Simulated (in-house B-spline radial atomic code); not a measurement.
# LC-wPBE excitations of neutral xenon

Method: LC-wPBE. Computed with a B-spline radial code for spherical atoms: linear response of the closed shell [Kr] 4d10 5s2 5p6 with the functional's adiabatic kernel; scalar-relativistic (spin-free one-electron X2C), finite nucleus, no spin-orbit coupling, no double excitations, S, P, D and F terms only; shells from n = 3 respond. Only terms of natural parity with L up to 3 were computed.

Command:
```bash
python run_td.py task.json out
```
Settings (radii: box in bohr, nucleus in fm):
```
Z                        54
electrons                54
configuration            [Kr] 4d10 5s2 5p6
hamiltonian              x2c
method                   lc_wpbe
box_radius               75
rms_radius               4.7859
intervals                76
```

Run time, properties included: 8.7 s on 1 thread of Arm Neoverse N1, with other jobs on the host.

The lowest states, in the order of their Tamm-Dancoff energies; the method's threshold (minus the highest occupied level) is 12.264 eV. Labels give the largest channel, * marks a mixed state, and oscillator strengths are full-response dipole values. Semilocal kernels can invert the small singlet-triplet splittings of Rydberg terms. Energies in eV:

| state | full response | Tamm-Dancoff | oscillator strength |
| --- | --- | --- | --- |
| 5p → 6s 3P | 8.614 | 8.631 | - |
| 5p → 6s 1P | 8.862 | 8.869 | 0.427 |
| 5p → 6p 3S | 9.718 | 9.726 | - |
| 5p → 6p 3D | 9.936 | 9.941 | - |
| 5p → 6p 1D | ? | ? | - |
| 5p → 5d 3P | 9.985 | 10.014 | - |
| 5p → 5d 3F | 10.055 | 10.115 | - |
| 5p → 6p 1S | ? | ? | - |
| 5p → 5d 1F | 10.396 | 10.402 | - |
| 5p → 5d 1P | 10.674 | 10.699 | 0.337 |

Question: Where does 5p → 6p 1S lie?

Answer: At 10.181 eV in full response, 10.211 eV in Tamm-Dancoff.

Question: Where does 5p → 6p 1D lie?

Answer: At 9.994 eV in full response, 9.996 eV in Tamm-Dancoff.

Question: How large is the singlet-triplet splitting of 5p → 6s (P terms) in Tamm-Dancoff?

Answer: 0.238 eV, from the unrounded values.

Question: What polarisabilities and dispersion coefficient does the method give?

Answer: Dipole 27.06 bohr³, quadrupole 204.1 bohr⁵, C6 287.1 hartree·bohr⁶ for two such species. Recommended dipole value: 27.32 ± 0.2 bohr³ (Schwerdtfeger and Nagle, table of static dipole polarizabilities (2023 update)), which includes relativity and correlation.
